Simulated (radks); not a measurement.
All-electron atom: neutral beryllium in [He] 2s2.

Calculated with a radial shooting solver on a logarithmic mesh with Libxc functionals: scalar-relativistic Kohn-Sham, LDA (Slater exchange, VWN5 correlation), spin-polarised, spherical densities, point nucleus; hard spherical wall at 2.5 bohr.

Energy parts (eV):
total: -355.435
kinetic: 489.728
electron-nucleus: -1012.444
Hartree: 248.138
exchange-correlation: -80.857

Orbitals (lengths in bohr, moments of r in powers of bohr; r(90%) holds 90 % of the orbital's charge):
orbital,occ.,eigenvalue (eV),<1/r>,<r>,r(90%),<r^4>
1s,2,-86.6688,3.563,0.4355,0.790,0.1847
2s,2,20.2791,1.088,1.398,1.95,6.187
2p,0,21.7920,0.8721,1.320,1.89,5.012
3d,0,56.8484,0.6842,1.563,2.03,7.888
3s,0,111.8673,1.380,1.362,2.14,8.085

The highest occupied level is 2s at 20.279 eV. Summed over all electrons, <r^2> = 4.884 bohr^2, which gives a Langevin (diamagnetic) susceptibility term of -3.87 x 10^-6 cm^3/mol. The pressure on the wall is 763 GPa. The density falls to 0.001 e/bohr^3 at r = 2.37 bohr.
